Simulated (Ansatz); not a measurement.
C$_{4}$H$_{8}$Si, SMILES `C=C=C[SiH2]C` at its PBE0-D4/def2-TZVP geometry, where that method's forces vanish. Total charge 0; spin multiplicity 1.

```xyz
13

C     0.7573   -1.0403   -2.1000
C    -0.1402   -0.3014   -1.5153
C    -1.0123    0.4310   -0.8875
Si   -0.8472    0.7883    0.9366
C     0.6838   -0.0153    1.6336
H     1.6390   -0.5986   -2.5517
H     0.6410   -2.1169   -2.1641
H    -1.8518    0.8390   -1.4488
H    -2.0682    0.2932    1.6332
H    -0.8041    2.2654    1.1306
H     0.7748    0.1968    2.7013
H     0.6485   -1.0986    1.5002
H     1.5794    0.3572    1.1318
```

What forces (eV/Å) does B3LYP-D4/def2-TZVPP give on these atoms in the Gaussian-basis code of Ansatz? (Estimate.)

Computed: 
```
C1   0.059 -0.047 -0.037
C2  -0.033  0.010 -0.038
C3  -0.041  0.013 -0.058
Si4 -0.167  0.130  0.080
C5   0.085 -0.043  0.041
H6  -0.041 -0.045  0.020
H7   0.027  0.058 -0.006
H8   0.041 -0.019  0.034
H9   0.073  0.031 -0.035
H10 -0.002 -0.088 -0.004
H11  0.012 -0.020 -0.049
H12  0.019  0.051  0.017
H13 -0.033 -0.030  0.037
```

B3LYP here is the variant with VWN-RPA as its local correlation; programs differ in this.
